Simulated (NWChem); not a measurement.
System: CH5ClSi; SMILES C[SiH2]Cl

Output (shortened):

```
             Northwest Computational Chemistry Package (NWChem) 7.3.0
             --------------------------------------------------------

 CS  symmetry detected

                             Geometry "geometry" -> ""
                             -------------------------

 Output coordinates in angstroms (scale by  1.889725989 to convert to a.u.)

  No.       Tag          Charge          X              Y              Z
 ---- ---------------- ---------- -------------- -------------- --------------
    1 Si                  14.0000     0.61256685     0.47300889     0.00000000
    2 C                    6.0000    -0.75269843     1.76124169     0.00000000
    3 Cl                  17.0000    -0.22986382    -1.43944568     0.00000000
    4 H                    1.0000     1.47372184     0.59500207    -1.22477100
    5 H                    1.0000     1.47372184     0.59500207     1.22477100
    6 H                    1.0000    -1.39270941     1.65518613     0.89838000
    7 H                    1.0000    -0.31408531     2.78062544     0.00000000
    8 H                    1.0000    -1.39270941     1.65518613    -0.89838000

 Effective nuclear repulsion energy (a.u.)     145.8456530356

      Symmetry information
      --------------------

 Group name             Cs
 Group number              2
 Group order               2
 No. of unique centers     6

  pbe96 is a nonlocal functional; adding pw91lda local functional.

                                 NWChem DFT Module
                                 -----------------

 Summary of "ao basis" -> "ao basis" (spherical)
 ------------------------------------------------------------------------------
       Tag                 Description            Shells   Functions and Types
 ---------------- ------------------------------  ------  ---------------------
 Si                          6-31g*                  8       18   4s3p1d
 C                           6-31g*                  6       14   3s2p1d
 Cl                          6-31g*                  8       18   4s3p1d
 H                           6-31g*                  2        2   2s

      Symmetry analysis of basis
      --------------------------

        a'         42
        a"         18

            General Information
            -------------------
          SCF calculation type: DFT
          Wavefunction type:  closed shell.
          No. of atoms     :     8
          No. of electrons :    42
           Alpha electrons :    21
            Beta electrons :    21
          Charge           :     0
          Spin multiplicity:     1
          Use of symmetry is: on ; symmetry adaption is: on
          Maximum number of iterations: 150
          AO basis - number of functions:    60
                     number of shells:    32
          Convergence on energy requested:  1.00D-06
          Convergence on density requested:  1.00D-05
          Convergence on gradient requested:  5.00D-04

              XC Information
              --------------
          PerdewBurkeErnzerhof Exchange Functional  1.000
            Perdew 1991 LDA Correlation Functional  1.000 local
           PerdewBurkeErnz. Correlation Functional  1.000 non-local

             Grid Information
             ----------------
          Grid used for XC integration:  medium
          Radial quadrature: Mura-Knowles
          Angular quadrature: Lebedev.
          Tag              B.-S. Rad. Rad. Pts. Rad. Cut. Ang. Pts.
          ---              ---------- --------- --------- ---------
          Si                  1.10       88           8.0       590
          C                   0.70       49          10.0       434
          Cl                  1.00       88          11.0       590
          H                   0.35       45          11.0       434
          Grid pruning is: on
          Number of quadrature shells:   360
          Spatial weights used:  Erf1

      Superposition of Atomic Density Guess
      -------------------------------------

 Sum of atomic energies:        -788.41930708

      Non-variational initial energy
      ------------------------------

 Total energy =    -789.519944
 1-e energy   =   -1378.619195
 2-e energy   =     443.253598
 HOMO         =      -0.370513
 LUMO         =       0.063473

      Symmetry analysis of molecular orbitals - initial
      -------------------------------------------------

  Numbering of irreducible representations:

     1 a'          2 a"

  Orbital symmetries:

     1 a'          2 a'          3 a'          4 a'          5 a'
     6 a'          7 a"          8 a'          9 a'         10 a"
    11 a'         12 a'         13 a'         14 a'         15 a'
    16 a"         17 a'         18 a"         19 a'         20 a"
    21 a'         22 a'         23 a'         24 a"         25 a'
    26 a'         27 a'         28 a"         29 a'         30 a"
    31 a'

     ---------------------------------------------
      Total Density - Mulliken Population Analysis
     ---------------------------------------------

    Atom       Charge   Shell Charges
 -----------   ------   -------------------------------------------------------
    1 Si  14    13.22   2.00  2.00  5.97  0.94  1.48  0.28  0.39  0.15
    2 C    6     6.97   2.00  0.72  2.08  0.72  1.42  0.02
    3 Cl  17    17.45   2.00  2.00  5.98  1.38  3.72  0.57  1.79  0.01
    4 H    1     1.07   0.47  0.60
    5 H    1     1.07   0.47  0.60
    6 H    1     0.75   0.45  0.30
    7 H    1     0.74   0.45  0.29
    8 H    1     0.75   0.45  0.30

[...]
```

Level: PBE/6-31G* (spherical d). Structure relaxed at the PBE-D3(BJ)/def2-SVP level.

Write an input that gives this output.

Several could match; the one computed here: the input that was run:
```
start job
memory heap 200 mb stack 900 mb global 1100 mb
geometry units angstroms noautoz
  Si     0.604023     0.444835     0.000000
  C     -0.738820     1.756424     0.000000
  Cl    -0.271268    -1.452805     0.000000
  H      1.467154     0.551957    -1.224771
  H      1.467154     0.551957     1.224771
  H     -1.380565     1.661423     0.898380
  H     -0.282690     2.768091     0.000000
  H     -1.380565     1.661423    -0.898380
end
basis spherical
  Si library 6-31g*
  C library 6-31g*
  Cl library 6-31g*
  H library 6-31g*
end
dft
  xc xpbe96 cpbe96
  iterations 150
  mulliken
end
task dft energy
```
